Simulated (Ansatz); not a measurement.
Calculated with Ansatz (gas phase, PBE0-D4/def2-TZVP geometries, no zero-point term in ΔE). CCSD(T)/CBS is the MP2 limit (def2-TZVPP, def2-QZVPP) plus CCSD(T) − MP2 in def2-TZVPP, frozen cores. Functionals use def2-TZVPP. B3LYP here is the variant with VWN-RPA as its local correlation; programs differ in this. Each species was taken in one conformer, which may not be the lowest.

Reaction (ligand exchange at the Si–C bond): `FCOC(F)[SiH3]` + `CB(C)O` → `CB(C)O[SiH3]` + `FCOCF`

`FCOC(F)[SiH3]`:

Z-matrix (Å, degrees):
```
C
O 1 1.383
F 1 1.374 2 110.3
H 1 1.090 2 106.9 3 -117.7
H 1 1.094 2 111.7 3 119.4
C 2 1.389 1 115.0 3 -73.6
F 6 1.392 2 109.3 1 -74.1
Si 6 1.911 2 108.5 1 166.5
H 6 1.097 2 110.6 1 42.0
H 8 1.482 6 108.6 2 56.5
H 8 1.484 6 108.0 2 176.6
H 8 1.484 6 108.4 2 -64.1
```

`CB(C)O`:

Cartesian coordinates in Å:
```
C 0.666 1.303 -0.295
B -0.190 0.139 0.315
C -0.213 -1.303 -0.320
O -0.923 0.430 1.428
H 0.417 2.279 0.125
H 1.729 1.116 -0.096
H 0.573 1.350 -1.384
H -0.688 -2.068 0.303
H -0.760 -1.270 -1.270
H 0.795 -1.647 -0.571
H -1.406 -0.328 1.766
```

`CB(C)O[SiH3]`:

Z-matrix (Å, degrees):
```
C
B 1 1.576
H 1 1.095 2 113.5
H 1 1.092 2 113.1 3 -124.2
H 1 1.098 2 108.4 3 117.9
C 2 1.568 1 122.1 3 145.2
O 2 1.368 1 120.1 3 -35.4
H 6 1.091 2 113.4 1 167.4
H 6 1.094 2 111.7 1 43.5
H 6 1.098 2 108.8 1 -72.5
Si 7 1.649 2 132.7 1 1.4
H 11 1.486 7 110.7 2 -57.9
H 11 1.486 7 110.6 2 63.0
H 11 1.481 7 107.2 2 -177.5
```

`FCOCF`:

Cartesian coordinates in Å:
```
F -1.147 0.286 1.506
C -0.527 0.931 0.462
O 0.703 0.359 0.203
C 0.649 -0.869 -0.427
F 0.306 -0.715 -1.749
H -1.196 0.869 -0.402
H -0.342 1.963 0.759
H -0.097 -1.529 0.028
H 1.651 -1.295 -0.380
```

```json
{"level": "PBE-D4", "ΔE (kcal/mol)": "-22.4", "difference from CCSD(T)/CBS": "4.0"}
{"level": "r2SCAN-D4", "ΔE (kcal/mol)": "-25.7", "difference from CCSD(T)/CBS": "0.7"}
{"level": "PBE0-D4", "ΔE (kcal/mol)": "-24.6", "difference from CCSD(T)/CBS": "1.8"}
{"level": "ωB97X-V", "ΔE (kcal/mol)": "-25.8", "difference from CCSD(T)/CBS": "0.6"}
{"level": "B2PLYP", "ΔE (kcal/mol)": "-26.8", "difference from CCSD(T)/CBS": "-0.4"}
{"level": "r2SCAN", "ΔE (kcal/mol)": "-25.6", "difference from CCSD(T)/CBS": "0.8"}
{"level": "PBE0", "ΔE (kcal/mol)": "-24.3", "difference from CCSD(T)/CBS": "2.1"}
{"level": "B3LYP", "ΔE (kcal/mol)": "-25.9", "difference from CCSD(T)/CBS": "0.5"}
{"level": "MP2/def2-TZVPP", "ΔE (kcal/mol)": "-27.6", "difference from CCSD(T)/CBS": "-1.2"}
{"level": "CCSD/def2-TZVPP", "ΔE (kcal/mol)": "-27.3", "difference from CCSD(T)/CBS": "-0.9"}
{"level": "CCSD(T)/def2-TZVPP", "ΔE (kcal/mol)": "-26.6", "difference from CCSD(T)/CBS": "-0.2"}
{"level": "HF/def2-QZVPP", "ΔE (kcal/mol)": "-32.2", "difference from CCSD(T)/CBS": "-5.8"}
{"level": "MP2/def2-QZVPP", "ΔE (kcal/mol)": "-27.6", "difference from CCSD(T)/CBS": "-1.2"}
{"level": "HF/CBS(def2)", "ΔE (kcal/mol)": "-32.2", "difference from CCSD(T)/CBS": "-5.8"}
{"level": "MP2/CBS(def2)", "ΔE (kcal/mol)": "-27.4", "difference from CCSD(T)/CBS": "-1.0"}
{"level": "CCSD/CBS(def2)", "ΔE (kcal/mol)": "-27.1", "difference from CCSD(T)/CBS": "-0.7"}
{"level": "CCSD(T)/CBS", "ΔE (kcal/mol)": "-26.4", "difference from CCSD(T)/CBS": "0"}
```

Largest T1 diagnostic among the species: 0.012.

In def2-TZVPP, CCSD(T) changes the Hartree–Fock value by +5.2 kcal/mol (the triples alone add +0.7 kcal/mol) and MP2 by +4.2 kcal/mol. From PBE to PBE0 (25 % exact exchange), in def2-TZVPP and without D4, ΔE moves by −2.2 kcal/mol.
